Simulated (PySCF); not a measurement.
Compound: SnMe(NHMe)3, C4H15N3Sn.
SMILES: `C[NH][Sn]([CH3])([NH]C)[NH]C`

Computed, not measured: TDDFT CAM-B3LYP/def2-SVPD, vertical, gas phase, core orbitals frozen in the response, def2 core potentials past Kr (PySCF 2.14.0, density-fitted response routines). The structure is a single PBE0-D3(BJ)/def2-SVP conformer in the gas phase; no vibrational or solvent corrections. Spin–orbit coupling is left out.

Computed states:

| state | E (eV) | f |
| --- | --- | --- |
| S1 | 5.12 | 0.046 |
| S2 | 5.31 | 0.031 |
| S3 | 5.66 | 0.013 |
| S4 | 6.22 | 0.0037 |
| S5 | 6.31 | 0.0066 |
| S6 | 6.40 | 0.025 |
| S7 | 6.56 | 0.0090 |
| S8 | 6.60 | 0.0058 |
| S9 | 6.65 | 0.022 |
| S10 | 6.79 | 0.048 |

Each state is given a Gaussian of 0.25 eV full width at half maximum, with ε(max) = 2.175×10⁸ f / Δν̃ (Δν̃ the width in cm⁻¹). The width is an assumption, not a result. The curve ends short of the highest state used, and states not computed would add to its high-energy end.

Task: What does the envelope look like, and where are its maxima?

Result: 
(E (eV), ε (L mol⁻¹ cm⁻¹)): (4.75, 10), (4.81, 62), (4.88, 352), (4.94, 1109), (5.00, 2555), (5.06, 4358), (5.13, 5783), (5.19, 5904), (5.25, 5357), (5.32, 4289), (5.38, 3043), (5.44, 1822), (5.50, 1129), (5.57, 1118), (5.63, 1349), (5.69, 1326), (5.75, 966), (5.82, 448), (5.88, 166), (5.94, 57), (6.01, 76), (6.07, 220), (6.13, 548), (6.19, 1129)

Maxima: 240 nm (5.17 eV), ε about 6000, made up of S1 (77%) and S2 (23%); 219 nm (5.66 eV), ε about 1400, made up of S3 (99%) (ε in L mol⁻¹ cm⁻¹; maxima over ε = 5, shares over 10%). At its high-energy end, 6.19 eV, the curve is still rising (ε about 1100, from S4, S5 and S6).

Task: What would ε be at 5.17 eV, the highest of these maxima, with half the width (0.125 eV)?

Result: About 7130 L mol⁻¹ cm⁻¹ against 5970, a factor of about 1.2; a lone state at its own centre would give exactly 2.

Task: On this curve, what absorbance would a 10⁻⁴ mol/L sample give at 248 nm over a 1 cm path?

Result: 248 nm is 4.999 eV, where ε is about 2500 L mol⁻¹ cm⁻¹, so A = ε c l ≈ 0.25 (Beer–Lambert, with the gas-phase spectrum and the assumed width).

Task: Coming from long wavelengths, where does ε first pass 100 L mol⁻¹ cm⁻¹?

Result: At about 257 nm (4.83 eV), 0.30 eV below S1.
